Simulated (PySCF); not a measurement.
Ionisation energy along the 21-electron series

Calculated with PySCF 2.14 and a two-component X2C-1e Hamiltonian (Gaussian nucleus, no Breit or QED terms), each ion in its own even-tempered basis scaled to its charge; GMP2 freezes [Ne] and drops the highest virtual spinors. Values in eV. NIST values: (m) measured, (s) semi-empirical, (t) theoretical.

| ion | configuration | GHF (spin-free) | GMP2 (spin-free) | GHF (screened spin-orbit) | GMP2 (screened spin-orbit) | NIST |
| --- | --- | --- | --- | --- | --- | --- |
| Cd²⁷⁺ | [Ar] 3d3 | 1476.4 | 1476.4 | 1476.4 | 1476.6 | 1477 ± 4 (t) |
| In²⁸⁺ | [Ar] 3d3 | 1574.3 | 1574.3 | 1574.5 | 1574.8 | 1575 ± 4 (t) |
| Sn²⁹⁺ | [Ar] 3d3 | 1675.3 | 1675.3 | 1675.7 | 1676.1 | 1676 ± 4 (t) |

Between Z = 48 and Z = 50 the GMP2 (screened spin-orbit) value grows as Z to the power 3.10.
